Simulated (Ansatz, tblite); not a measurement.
Removing and adding an electron: `[H]/C=C/c1ccc(/C=C/c2ccc(/C=C/c3ccc(/C=C/c4ccccc4)cc3)cc2)cc1`. Total charge 0; singlet. Geometry: r2SCAN-D4/def2-SVP. Ansatz, gas phase; energy differences of separate SCF runs; the oxidised species was run as a doublet alone; the reduced species was run as a doublet alone.

Cartesian coordinates in Å:
```
H 0.8753 -7.8426 11.3939
C 1.0041 -7.0981 10.6039
C 0.2505 -7.1366 9.4905
C 0.3060 -6.2219 8.3487
C -0.5893 -6.4064 7.2729
C -0.5866 -5.5661 6.1671
C 0.3198 -4.4868 6.0770
C 0.3712 -3.5653 4.9526
C -0.4240 -3.5796 3.8511
C -0.3800 -2.6555 2.7307
C 0.5364 -1.5793 2.6351
C 0.5331 -0.7222 1.5476
C -0.3868 -0.8836 0.4821
C -0.4362 -0.0117 -0.6788
C 0.3585 1.0630 -0.9259
C 0.3078 1.9369 -2.0854
C -0.6192 1.7829 -3.1456
C -0.6255 2.6440 -4.2303
C 0.2944 3.7165 -4.3275
C 0.3309 4.6492 -5.4428
C -0.4931 4.6633 -6.5208
C -0.4553 5.5993 -7.6390
C -1.4191 5.4756 -8.6629
C -1.4326 6.3430 -9.7551
C -0.4793 7.3605 -9.8540
C 0.4866 7.4983 -8.8484
C 0.5006 6.6329 -7.7577
C 1.2183 3.8695 -3.2717
C 1.2244 3.0062 -2.1827
C -1.2980 -1.9579 0.5763
C -1.2945 -2.8180 1.6675
C 1.2192 -4.3068 7.1537
C 1.2146 -5.1474 8.2586
H 1.7709 -6.3343 10.7686
H -0.5016 -7.9316 9.4025
H -1.3036 -7.2354 7.3176
H -1.2998 -5.7508 5.3594
H 1.1407 -2.7886 5.0357
H -1.1929 -4.3569 3.7690
H 1.2652 -1.4143 3.4331
H 1.2590 0.0947 1.5191
H -1.2074 -0.2745 -1.4124
H 1.1296 1.3260 -0.1921
H -1.3490 0.9695 -3.1150
H -1.3587 2.4839 -5.0252
H 1.1171 5.4103 -5.3722
H -1.2841 3.9071 -6.5888
H -2.1683 4.6801 -8.5898
H -2.1916 6.2241 -10.5340
H -0.4857 8.0430 -10.7089
H 1.2378 8.2910 -8.9186
H 1.2662 6.7590 -6.9876
H 1.9430 4.6889 -3.3170
H 1.9540 3.1527 -1.3797
H -2.0214 -2.1107 -0.2312
H -2.0152 -3.6411 1.7104
H 1.9349 -3.4792 7.1089
H 1.9285 -4.9682 9.0672
```

The xTB rows come from tblite. Single mean-field runs in def2-TZVP are fitted with def2-universal-jkfit.

| level | −HOMO (eV) | vertical IE (eV) | −LUMO (eV) | vertical EA (eV) | HOMO–LUMO gap (eV) | IE − EA (eV) |
| --- | --- | --- | --- | --- | --- | --- |
| GFN1-xTB | 10.66 | 12.03 | 8.83 | 7.45 | 1.83 | 4.58 |
| GFN2-xTB | 9.65 | 11.04 | 7.81 | 6.41 | 1.84 | 4.63 |
| PBE-D4/def2-TZVP | 4.74 | 6.11 | 2.98 | 1.75 | 1.76 | 4.36 |
| PBE0-D4/def2-TZVP | 5.42 | 6.36 | 2.35 | 1.52 | 3.07 | 4.84 |

 Raw xTB energy differences between charge states are shifted by several eV; the methods need an empirical correction for them. Sets without diffuse functions give affinities that are too small.
